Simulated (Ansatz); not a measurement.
CunHm: r2SCAN-D4/def2-TZVP single points in Ansatz on relaxed structures, gas phase. Each cluster is the lowest isomer that a short search found in that spin, judged at the geometry's level, and lower ones may exist. HOMO and LUMO are taken over both spins. Binding counts from free atoms in the multiplicity of their measured ground term, without zero-point energy. Singlets are spin-restricted. The spins of the ions were chosen, not always searched. A dash marks a value that wasn't run or was left out as unsound. The structures are stationary points that may keep the symmetry of their start.

| species | atoms | state | geometry | HOMO (eV) | LUMO (eV) | gap (eV) | vertical IE (eV) | binding per atom (eV) | lowest of the spins relaxed | point group (within 0.1 Å) |
| --- | --- | --- | --- | --- | --- | --- | --- | --- | --- | --- |
| Cu3H | 4 | singlet | PBE-D4/def2-TZVP | -4.91 | -3.45 | 1.46 | 7.63 | 1.60 | singlet, of singlet/triplet/quintet | Cs |
| Cu2H3 | 5 | doublet; oxidised ion triplet | PBE-D4/def2-TZVP | -6.66 | -5.66 | 0.99 | 9.49 | 1.84 | doublet, of doublet/quartet | C2v |
| Cu2H4 | 6 | singlet | r2SCAN-D4/def2-TZVP | -5.15 | -2.08 | 3.07 | 8.24 | 2.08 | – | Cs |
| Cu3H4 | 7 | doublet; oxidised ion singlet | PBE-D4/def2-SVP | -5.41 | -4.38 | 1.03 | 8.17 | 2.07 | doublet, of doublet/quartet | Cs |
| Cu4H5 | 9 | doublet | r2SCAN-D4/def2-SVP | -4.66 | -4.00 | 0.67 | – | 2.27 | – | C4v |
| Cu5H6 | 11 | doublet | r2SCAN-D4/def2-SVP | -4.95 | -4.43 | 0.53 | – | 2.35 | – | – |

The gap (eV) runs from 0.53 (Cu5H6) to 3.07 (Cu2H4). It doesn't follow size steadily. The vertical IE (eV) runs from 7.63 (Cu3H) to 9.49 (Cu2H3). It doesn't follow size steadily. The binding per atom (eV) runs from 1.60 (Cu3H) to 2.35 (Cu5H6). It doesn't follow size steadily.
